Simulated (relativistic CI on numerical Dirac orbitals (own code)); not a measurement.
Calculated at this level of theory: Dirac-Coulomb-Breit CI, orbitals from a KLI potential per configuration, model QED, unscaled Slater integrals (own radial code, finite nucleus).

Configurations in the expansion (outside the closed core 1s2): 2s, 2p, 3s, 3p, 3d, 4s, 4p, 4f, 4d, 5s, 5p, 5f, 5g, 5d, 6s, 6p, 6d. Levels of other configurations are missing.

At this charge energies of transitions that change n are usually good to better than 1 %, and those within a shell (Δn = 0) to a few per cent.

Outline of the computed level scheme of Mg X. Lowest level of each configuration: 2s ²S1/2 at 0.000 eV; 2p ²P°1/2 at 19.964 eV; 3s ²S1/2 at 208.518 eV; 3p ²P°1/2 at 214.000 eV; 3d ²D3/2 at 216.023 eV; 4s ²S1/2 at 279.130 eV; 4p ²P°1/2 at 281.378 eV; 4d ²D3/2 at 282.220 eV; 4f ²F°5/2 at 282.271 eV.

Some strong electric-dipole decays among the lowest 15 levels: 3d ²D5/2 → 2p ²P°3/2 (6.7e+11 s⁻¹); 3d ²D3/2 → 2p ²P°1/2 (5.6e+11 s⁻¹); 4d ²D5/2 → 2p ²P°3/2 (2.2e+11 s⁻¹); 3p ²P°1/2 → 2s ²S1/2 (2.1e+11 s⁻¹); 3p ²P°3/2 → 2s ²S1/2 (2.1e+11 s⁻¹); 4d ²D3/2 → 2p ²P°1/2 (1.8e+11 s⁻¹); 4f ²F°7/2 → 3d ²D5/2 (1.4e+11 s⁻¹); 4f ²F°5/2 → 3d ²D3/2 (1.3e+11 s⁻¹).
